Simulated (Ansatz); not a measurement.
`[SiH3][Ga]1[O][SiH2][S]1` + `CC[TeH]` → `CC[Te][SiH3]` + `[O]1[SiH2][S][GaH]1` at 298.15 K and 1 bar (cleavage of the Si–Ga bond).

Calculated with Ansatz (gas phase, PBE0-D4/def2-TZVP geometries, no zero-point term in ΔE). CCSD(T)/CBS is the MP2 limit (def2-TZVPP, def2-QZVPP) plus CCSD(T) − MP2 in def2-TZVPP, frozen cores. def2 core potentials past Kr. For Ga, Te outer-core shells are correlated without core-valence functions, which leaves a few kJ/mol of doubt a bond. Scalar relativity is left out up to krypton. Each species was taken in one conformer, which may not be the lowest.

| species | CCSD(T)/CBS energy (Eh) | H − E (kJ/mol) | S (J/(mol·K)) |
| --- | --- | --- | --- |
| `[SiH3][Ga]1[O][SiH2][S]1` | -2978.18639 | 152.5 | 398.3 |
| `CC[TeH]` | -347.43450 | 204.8 | 311.9 |
| `CC[Te][SiH3]` | -637.73763 | 259.9 | 375.7 |
| `[O]1[SiH2][S][GaH]1` | -2687.89394 | 97.9 | 319.3 |

H − E and S are ideal-gas, rigid-rotor, harmonic terms from PBE0-D4/def2-TZVP, for one conformer and one mirror image of each species. 1 Eh = 2625.50 kJ/mol, R = 8.31446 J/(mol·K).

Task: By hand: ΔE, ΔH, ΔS and ΔG.

Result: ΔE = (-637.73763) + (-2687.89394) − (-2978.18639) − (-347.43450) = -0.01068 Eh = -28.0 kJ/mol. Δ(H − E) = 259.9 + 97.9 − 152.5 − 204.8 = 0.5, so ΔH = -27.5 kJ/mol. ΔS = 375.7 + 319.3 − 398.3 − 311.9 = -15.2 J/(mol·K). ΔG = -27.5 − 298.15 × (-15.2)/1000 = -23.0 kJ/mol.

Task: By hand: the equilibrium constant, and the temperature at which ΔG would vanish if ΔH and ΔS stayed fixed.

Result: log₁₀ K = −ΔG/(RT ln 10) = 4.0. ΔG = 0 at ΔH/ΔS = 1809 K, though so small a ΔS makes that figure unsure.

ΔH outweighs TΔS. A doubt of 5 kJ/mol in ΔE shifts log₁₀ K by 0.9 here. Other conformers and mirror images would add mixing entropy, several J/(mol·K) or more a flexible species. Modes under 60 cm⁻¹, often nearly free rotors, make the harmonic entropy too high. These are equilibria of isolated gas molecules and say nothing of rates. Largest T1 diagnostic: 0.015 (customary marks: 0.02 for closed shells, 0.045 for open ones).
